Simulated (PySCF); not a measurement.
C2H5ClOSi.

```xyz
10

C     -2.9285     0.7281     0.1402
C     -1.7016     0.2108     0.1977
O     -0.5995     0.8869    -0.2410
Si     0.8715     0.2731    -0.7152
Cl     1.5412    -1.0958     0.6956
H     -3.1049     1.7199    -0.2818
H     -3.7741     0.1583     0.5274
H     -1.5011    -0.7791     0.6264
H      0.7591    -0.4459    -2.0082
H      1.7957     1.4236    -0.7759
```
Charge 0, spin multiplicity 1.

Geometry optimised at B3LYP-D3(BJ)/def2-SVP. This is a generated structure with no PubChem entry under its InChIKey; it may be hypothetical. One conformer was computed; it need not be the lowest.

Level of theory: PySCF with PBE/pcSseg-1. Non-relativistic, no solvent.

Computed absolute GIAO shielding of each atom: isotropic value and principal components (ppm):
```tsv
atom	σ(iso)	σ11	σ22	σ33	span
C1	79.6	-22.9	107.6	154.2	177.0
C2	30.1	-75.3	61.8	103.8	179.2
O3	175.4	100.8	165.2	260.2	159.4
Si4	346.5	321.0	343.8	374.7	53.7
Cl5	896.9	734.2	963.9	992.6	258.4
H6	26.3	23.3	25.1	30.5	7.2
H7	26.6	24.4	25.7	29.7	5.3
H8	24.5	20.4	23.2	29.8	9.4
H9	25.5	21.6	24.0	30.8	9.3
H10	25.7	21.8	24.0	31.3	9.6
```
